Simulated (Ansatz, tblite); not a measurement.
Cost and result up the ladder for GeEtH3 (C₂H₈Ge) (11 atoms). Charge 0, multiplicity 1. Geometry: B3LYP-D4/def2-SVP.

Cartesian coordinates in Å:
```
Ge -1.143 0.882 0.493
C 0.510 -0.200 0.500
C 0.858 -0.795 -0.868
H 0.382 -0.996 1.253
H 1.326 0.445 0.866
H 1.788 -1.387 -0.827
H 0.060 -1.463 -1.234
H 1.001 -0.010 -1.628
H -2.327 0.032 -0.023
H -0.975 2.100 -0.445
H -1.478 1.391 1.913
```

Ansatz on 4 threads of Intel Xeon on a shared host; xTB runs through tblite on one thread. Times are rough, summed over both states, and most runs start from the orbitals of an earlier one. PBE0-D4/def2-TZVP serves as the yardstick here, not as an exact answer. The other state is a triplet.

The xTB rows come from tblite.

xTB has no spin-polarisation term.

```tsv
level	functions	vertical triplet (eV)	difference from PBE0-D4/def2-TZVP (eV)
GFN1-xTB	33	6.60	-0.68
PBE0-D4/def2-TZVP	158	7.28	0.00
r2SCAN-D4/def2-TZVP	158	7.15	-0.13
PBE-D4/def2-TZVP	158	6.97	-0.31
GFN2-xTB	25	8.50	1.21
```

Problem. Estimate how long each takes.

Solution. GFN2-xTB 0.021 s; GFN1-xTB 0.025 s; PBE-D4/def2-TZVP 6.7 s; PBE0-D4/def2-TZVP 9.4 s; r2SCAN-D4/def2-TZVP 11 s. On shared hardware such times vary by a factor of up to 3.
